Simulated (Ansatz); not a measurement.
`C[Se][GaH2]` + `[OH][SbH2]` → `[GaH2][O][SbH2]` + `C[SeH]` at 500 K and 1 bar (ligand exchange at a Ga–Se bond).

Isolated molecules relaxed with PBE0-D4/def2-TZVP in Ansatz; ΔE leaves out vibrations. CBS: MP2 limit from def2 TZ/QZ plus the TZ coupled-cluster correction, frozen cores. Elements past krypton have def2 core potentials. For Ga, Sb, Se outer-core shells are correlated without core-valence functions, which leaves a few kJ/mol of doubt a bond. Scalar relativity is left out up to krypton.

| species | CCSD(T)/CBS energy (Eh) | H − E (kJ/mol) | S (J/(mol·K)) |
| --- | --- | --- | --- |
| `C[Se][GaH2]` | -4365.72567 | 173.7 | 387.2 |
| `[OH][SbH2]` | -316.98030 | 96.1 | 310.6 |
| `[GaH2][O][SbH2]` | -2241.53579 | 119.2 | 400.4 |
| `C[SeH]` | -2441.15625 | 142.1 | 299.3 |

H − E and S are ideal-gas, rigid-rotor, harmonic terms from PBE0-D4/def2-TZVP, for one conformer and one mirror image of each species. 1 Eh = 2625.50 kJ/mol, R = 8.31446 J/(mol·K).

Problem. By hand: ΔE, ΔH, ΔS and ΔG.

Solution. ΔE = (-2241.53579) + (-2441.15625) − (-4365.72567) − (-316.98030) = 0.01393 Eh = 36.6 kJ/mol. Δ(H − E) = 119.2 + 142.1 − 173.7 − 96.1 = -8.5, so ΔH = 28.1 kJ/mol. ΔS = 400.4 + 299.3 − 387.2 − 310.6 = 1.9 J/(mol·K). ΔG = 28.1 − 500 × (1.9)/1000 = 27.2 kJ/mol.

Problem. By hand: the equilibrium constant, and the temperature at which ΔG would vanish if ΔH and ΔS stayed fixed.

Solution. log₁₀ K = −ΔG/(RT ln 10) = -2.8. ΔG = 0 at ΔH/ΔS = 14789 K, far beyond where these terms or the molecules hold.

The number of gas molecules stays the same, so ΔS is small and ΔH decides. A doubt of 5 kJ/mol in ΔE shifts log₁₀ K by 0.5 here. Other conformers and mirror images would add mixing entropy, several J/(mol·K) or more a flexible species. Modes under 60 cm⁻¹, often nearly free rotors, make the harmonic entropy too high. These are equilibria of isolated gas molecules and say nothing of rates. Largest T1 diagnostic: 0.016 (customary marks: 0.02 for closed shells, 0.045 for open ones).
